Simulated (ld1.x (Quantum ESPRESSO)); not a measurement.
# u(r) = r·R(r): atom against pseudo-atom (rhenium)

Columns: radius, all-electron u(r) and pseudo u(r) of the 6p shell (level -1.32 eV) of rhenium in the configuration [Xe] 4f14 5d5 6s2 6p0; PBE, scalar-relativistic, TM scheme, ld1.x (Quantum ESPRESSO) 7.5.

```tsv
r (bohr)	all-electron	pseudo
0.182	-0.0562	0.0021
0.365	0.1169	0.0084
0.548	-0.0002	0.0190
0.730	-0.1434	0.0340
0.912	-0.1969	0.0537
1.095	-0.1716	0.0783
1.277	-0.1014	0.1077
1.460	-0.0124	0.1423
1.642	0.0783	0.1811
1.825	0.1632	0.2238
2.007	0.2376	0.2685
2.190	0.3013	0.3136
2.372	0.3537	0.3565
2.555	0.3962	0.3952
2.738	0.4293	0.4279
2.920	0.4541	0.4532
3.102	0.4717	0.4714
3.285	0.4831	0.4831
3.468	0.4893	0.4893
3.650	0.4911	0.4911
3.832	0.4892	0.4892
4.015	0.4843	0.4843
4.198	0.4771	0.4771
4.380	0.4680	0.4680
4.562	0.4574	0.4574
4.745	0.4457	0.4457
```

(1) How many radial nodes do the two functions have?

(2) At about which radius was the pseudo-wave matched?

(3) Is the pseudo-wave norm-conserving?

## Answers

(1) The all-electron 6p function has n − l − 1 = 4 (the table is too coarse to show those close to the nucleus); the pseudo-wave has 0, since the states of the same l below it are removed with the core.

(2) 3.65 bohr. The columns agree to 0.0005 from 3.10 bohr on; several derivatives are matched, so the curves merge somewhat inside the radius.

(3) Yes: the TM scheme keeps the norm inside the radius equal to the all-electron one, which fixes the energy derivative of the logarithmic derivative at the level.
